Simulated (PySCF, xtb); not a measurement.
C₂H₂F, SMILES [CH]=CF, multiplicity 2.

Harmonic wavenumbers (cm⁻¹) from GFN2-xTB (xtb) at its own minimum, in rising order: 381, 583, 682, 885, 909, 1205, 1700, 3024, 3253.

Question: What does PySCF 2.14.0 with PBE-D3(BJ)/def2-TZVP give at its own minimum? (An estimate is asked for; the answer gives what the named calculation found.)

Answer: 406, 609, 738, 841, 992, 1253, 1624, 3105, 3252. Paired by order, the mean absolute difference is 49 cm⁻¹ and the zero-point energies are 18.0 and 18.3 kcal/mol.
